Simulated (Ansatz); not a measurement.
PbO2. Total charge 0; triplet. Geometry r2SCAN-D4/def2-TZVP; atoms count from 1.

Cartesian coordinates in Å:
```
Pb 1.454 -0.160 -0.234
O -0.834 -0.522 -0.133
O -0.621 0.683 0.367
```

In the def2 sets Pb takes a core potential; there is no spin–orbit coupling. The structure holds 1 bond(s) between oxygen atoms. At PBE0-D4/def2-TZVP a singlet of charge 0 lies 0.36 eV below the triplet, each at its own geometry. The structure comes from a short search, and lower isomers may exist.

Question: Estimate the Mulliken populations from the PBE0/def2-TZVP orbitals of Ansatz.

Answer: 
```json
{"atom": "Pb1", "charge (e)": "0.41", "spin (α − β)": "0.97"}
{"atom": "O2", "charge (e)": "-0.21", "spin (α − β)": "0.52"}
{"atom": "O3", "charge (e)": "-0.21", "spin (α − β)": "0.52"}
```
Mulliken values depend strongly on the basis.

Question: Where does the spin sit?

Answer: Summed by element: Pb 0.97, O 1.03, of 2 unpaired in all. Largest on single atoms: Pb1 0.97, O2 0.52, O3 0.52.

Question: And the Mayer bond orders between heavy atoms (over 0.3)?

Answer: Pb1–O2 0.48 (2.32 Å); Pb1–O3 0.48 (2.32 Å); O2–O3 1.30 (1.32 Å).
